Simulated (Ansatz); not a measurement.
Program: Ansatz. Geometries: PBE0-D4/def2-TZVP. ΔE: electronic, gas phase. CCSD(T)/CBS adds triple-zeta CCSD(T) − MP2 to the extrapolated MP2 energy (def2 sets, frozen cores). This one scheme is used for every species. Functionals use def2-TZVPP. Each species was taken in one conformer, which may not be the lowest.

`C[O][AlH][O]C` + H–F → `C[O][AlH][F]` + CH₃OH  (ligand exchange at the Al–O bond)

| level | ΔE (eV) |
| --- | --- |
| LDA (SPW92) | -0.52 |
| r2SCAN0-D4 | -0.58 |

**Question.** What does CCSD(T)/CBS give? (Best estimate.)

**Answer.** Computed: -0.57 eV. The listed levels differ from it by 0.05, -0.01 eV.

Largest T1 diagnostic among the species: 0.013.

The D4 term adds +0.07 eV with B3LYP and +0.04 eV with PBE0; it sums over pairs of atoms, weighted by their polarisabilities, and B3LYP, whose exchange is more repulsive, gets the larger term. Leaving LDA and LC-ωPBE aside and taking each functional with its dispersion term where it has one, the values, not all of them listed here, spread over 0.07 eV, from B97M-V to revPBE-D4. LDA lies +0.09 eV from PBE without D4. In def2-TZVPP, CCSD(T) changes the Hartree–Fock value by +0.09 eV (the triples alone add +0.02 eV) and MP2 by +0.11 eV.

B3LYP here is the variant with VWN-RPA as its local correlation; programs differ in this.
